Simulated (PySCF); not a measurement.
Numbering as in the mapped SMILES `[N:1]#[C:2][S:3][c:4]1[cH:5][cH:6][cH:7][s:8]1`; H(Xn) means a hydrogen on atom n.

Geometry: PBE0-D3(BJ)/def2-TZVP; GIAO absolute shieldings from PySCF, gas phase, non-relativistic, averaged over equivalent atoms.

At B97-2/pcSseg-2 (344 basis functions, 56 s wall time on 1 thread of an Intel Xeon Platinum 8488C, shared host):
```tsv
atoms	σ (ppm)
N1	-80.3
C4	50.8
C7	50.9
C6	51.3
C5	51.9
C2	70.4
S8	264.3
S3	477.0
H(C5)	24.11
H(C7)	24.22
H(C6)	24.32
```

Predict the values at PBE0/pcSseg-2 on the same geometry.

Answers


```
atoms  σ at PBE0/pcSseg-2  change
   N1               -87.6    -7.3
   C4                48.7    -2.1
   C7                48.7    -2.2
   C6                49.2    -2.1
   C5                49.7    -2.2
   C2                68.4    -2.0
   S8               257.2    -7.1
   S3               477.9    +0.9
H(C5)               23.95   -0.16
H(C7)               24.05   -0.17
H(C6)               24.16   -0.16
```

The largest change is at N1 (nitrile nitrogen). Cost: 344 basis functions, 60 s wall time on 1 thread of an Intel Xeon Platinum 8488C, shared host. The order of the carbon signals is the same at both levels.
